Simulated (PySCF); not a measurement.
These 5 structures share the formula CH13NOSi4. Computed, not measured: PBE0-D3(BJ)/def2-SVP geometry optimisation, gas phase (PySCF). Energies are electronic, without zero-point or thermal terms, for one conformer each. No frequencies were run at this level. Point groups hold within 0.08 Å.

Question: Order them by energy at this level, lowest first, and give relative energies in kJ/mol.
A. `[CH3:1][O:2][Si:3]([SiH3:4])([SiH3:5])[SiH2:6][NH2:7]` with C1–O2–Si3–Si4 -57°, O2–Si3–Si6–N7 -170°, Si3–Si6–N7–H -55° and 163°
B. `[CH3:1][NH:2][Si@H:3]([SiH3:4])[SiH2:5][SiH2:6][OH:7]` with C1–N2–Si3–Si4 63°, N2–Si3–Si5–Si6 -32°, Si3–Si5–Si6–O7 75°, Si5–Si6–O7–H -165°
C. `[CH3:1][Si@@H:2]([O:3][SiH3:4])[N:5]([SiH3:6])[SiH3:7]` with C1–Si2–O3–Si4 -12°, C1–Si2–N5–Si6 66°
D. `[CH3:1][NH:2][Si@H:3]([SiH3:4])[SiH2:5][O:6][SiH3:7]` with C1–N2–Si3–Si4 62°, N2–Si3–Si5–O6 70°, Si3–Si5–O6–Si7 -99°
E. `[CH3:1][SiH2:2][O:3][SiH2:4][N:5]([SiH3:6])[SiH3:7]` with C1–Si2–O3–Si4 87°, Si2–O3–Si4–N5 -145°, O3–Si4–N5–Si6 2°

Answer: C (0.0), E (4.4), D (185.7), B (251.7), A (271.5).

As drawn, the lowest has an Si–C bond, which the highest lacks; the highest has an N–H bond and an Si–Si bond, which the lowest lacks. Neighbours under 10 kJ/mol apart (C[Si@@H](O[SiH3])N([SiH3])[SiH3] and C[SiH2]O[SiH2]N([SiH3])[SiH3]) can change places with a better method, another conformer or zero-point energy.

```
                          SMILES       E (Eh)  E rel (kJ/mol)  dipole (D)  point group       A, B, C (MHz)
C[Si@@H](O[SiH3])N([SiH3])[SiH3]  -1332.85113             0.0        1.27           C1  1858, 752.6, 579.7
   C[SiH2]O[SiH2]N([SiH3])[SiH3]  -1332.84946             4.4        1.12           C1  2298, 597.3, 520.2
   CN[Si@H]([SiH3])[SiH2]O[SiH3]  -1332.78039           185.7        1.85           C1  1326, 722.0, 678.2
   CN[Si@H]([SiH3])[SiH2][SiH2]O  -1332.75525           251.7        2.45           C1  1781, 641.0, 532.4
   CO[Si]([SiH3])([SiH3])[SiH2]N  -1332.74773           271.5        1.51           C1  1006, 884.8, 797.0
```

Question: How do the relative energies change in single points at PBE0/pcSseg-1 (no added dispersion term) on the same geometries?

Answer: 
```
                          SMILES  PBE0-D3(BJ)/def2-SVP (kJ/mol)  PBE0/pcSseg-1 (kJ/mol)  shift
C[Si@@H](O[SiH3])N([SiH3])[SiH3]                            0.0                     0.0    0.0
   C[SiH2]O[SiH2]N([SiH3])[SiH3]                            4.4                     2.5   -1.9
   CN[Si@H]([SiH3])[SiH2]O[SiH3]                          185.7                   187.8   +2.1
   CN[Si@H]([SiH3])[SiH2][SiH2]O                          251.7                   254.7   +3.0
   CO[Si]([SiH3])([SiH3])[SiH2]N                          271.5                   275.2   +3.7
```

Each column counts from its own lowest isomer. The order is unchanged; the largest shift is 3.7 kJ/mol.

Question: As an exercise, what shares would exp(−E/RT) give at 1000 K from these electronic energies alone (no entropy, no degeneracies)?

Answer: RT = 8.314 kJ/mol: C[Si@@H](O[SiH3])N([SiH3])[SiH3] 62.8 %, C[SiH2]O[SiH2]N([SiH3])[SiH3] 37.2 %, CN[Si@H]([SiH3])[SiH2]O[SiH3] under 0.1 %, CN[Si@H]([SiH3])[SiH2][SiH2]O under 0.1 %, CO[Si]([SiH3])([SiH3])[SiH2]N under 0.1 %.
